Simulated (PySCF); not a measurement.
C6H16Si, SMILES CCC[SiH2]C(C)C, GFN2-xTB optimised geometry.

```
23

C      3.21     1.57     2.80
C      2.68     0.82     1.59
C      1.16     0.85     1.51
Si     0.48    -0.08     0.00
C     -1.43    -0.08     0.00
C     -2.01     1.33     0.00
C     -1.97    -0.86    -1.20
H      2.90     2.61     2.76
H      2.82     1.13     3.72
H      4.30     1.53     2.83
H      3.01    -0.22     1.63
H      3.10     1.25     0.68
H      0.83     1.90     1.48
H      0.75     0.43     2.43
H      0.97     0.55    -1.23
H      0.95    -1.48     0.03
H     -1.79    -0.59     0.91
H     -1.69     1.88     0.88
H     -1.68     1.88    -0.88
H     -3.10     1.30    -0.01
H     -1.59    -1.88    -1.19
H     -1.65    -0.39    -2.13
H     -3.05    -0.90    -1.18
```

Density from PBE/def2-SVP in PySCF at that geometry.

Minimum of the electron density along straight lines between bonded atoms, close to the bond critical point (lines longer than 1.1 times the sum of covalent radii, or with two minima, are not listed):

| bond | length / Å | ρ at the minimum / e bohr⁻³ | ∇²ρ there / e bohr⁻⁵ | position (fraction from the first atom) |
|---|---|---|---|---|
| C1–C2 | 1.525 | 0.241 | -0.53 | 0.50 |
| C2–C3 | 1.525 | 0.239 | -0.51 | 0.50 |
| C3–Si4 | 1.901 | 0.111 | 0.30 | 0.62 |
| Si4–C5 | 1.911 | 0.111 | 0.29 | 0.38 |
| C5–C6 | 1.527 | 0.238 | -0.50 | 0.50 |
| C5–C7 | 1.525 | 0.239 | -0.51 | 0.50 |
| C1–H8 | 1.088 | 0.274 | -0.98 | 0.63 |
| C1–H9 | 1.088 | 0.274 | -0.98 | 0.63 |
| C1–H10 | 1.088 | 0.274 | -0.99 | 0.63 |
| C2–H11 | 1.092 | 0.274 | -0.98 | 0.62 |
| C3–H13 | 1.092 | 0.269 | -0.93 | 0.62 |
| C3–H14 | 1.092 | 0.268 | -0.93 | 0.62 |
| Si4–H15 | 1.471 | 0.114 | 0.31 | 0.49 |
| Si4–H16 | 1.471 | 0.115 | 0.31 | 0.49 |
| C5–H17 | 1.096 | 0.269 | -0.92 | 0.62 |
| C6–H18 | 1.088 | 0.274 | -0.99 | 0.63 |
| C6–H19 | 1.088 | 0.274 | -0.98 | 0.63 |
| C6–H20 | 1.090 | 0.273 | -0.97 | 0.63 |
| C7–H21 | 1.087 | 0.275 | -0.99 | 0.63 |
| C7–H22 | 1.088 | 0.274 | -0.99 | 0.63 |
| C7–H23 | 1.090 | 0.273 | -0.97 | 0.63 |
